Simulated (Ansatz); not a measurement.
Cost and result up the ladder for the cluster Cu5H6 (11 atoms). Total charge 0; doublet. Geometry: r2SCAN-D4/def2-SVP.

```xyz
11

Cu   -1.261   -1.849    0.939
Cu   -1.102    0.473    0.982
Cu    0.263    2.077   -0.043
Cu    1.567    0.562   -1.247
Cu    0.486   -1.388   -0.528
H     1.515    2.192   -1.091
H    -2.028   -0.705    1.745
H    -0.303   -2.759    0.042
H    -0.871    2.127    1.087
H    -0.110    0.276   -0.461
H     1.843   -1.007   -1.425
```

Ansatz on 4 threads of AMD EPYC 7B13 on a shared host. Times are rough, and most runs start from the orbitals of an earlier one. PBE0-D4/def2-TZVP serves as the yardstick here, not as an exact answer. Differences are given only for rows in sets of like size (and for xTB, whose basis is part of the method), since another set adds its own error. Binding counts from free atoms at the same level (Cu doublet, H doublet; other spins of the atoms weren't run), without zero-point energy or a counterpoise term.

Correlated methods freeze 45 core orbitals. No other spin state of charge 0 was run. Another isomer (doublet) lies 0.15 eV lower at PBE0-D4/def2-TZVP; other spin states weren't run for this one.

Run but left out: HF/STO-3G (⟨S²⟩ 7.43, where a pure state has 0.75).

Second-order perturbation terms are unreliable where d shells bring near-degenerate states, and here MP2/def2-TZVP lies more than 0.4 eV from the median of the functionals without such a term.

Correlated methods converge slowly with the basis.

| level | functions | wall time | binding energy per atom (eV) | difference from PBE0-D4/def2-TZVP (eV) |
| --- | --- | --- | --- | --- |
| PBE-D4/def2-SVP | 185 | 6 s | 2.51 | – |
| PBE-D4/def2-TZVP (with forces) | 261 | 9.5 s | 2.26 | 0.14 |
| BLYP-D4/def2-TZVP | 261 | 10 s | 2.20 | 0.08 |
| PBE0-D4/def2-SVP | 185 | 11 s | 2.30 | – |
| PBE0-D4/def2-TZVP | 261 | 19 s | 2.12 | 0.00 |
| r2SCAN-D4/def2-TZVP | 261 | 21 s | 2.35 | 0.23 |
| MP2/def2-TZVP | 261 | 39 s | 1.86 | -0.26 |
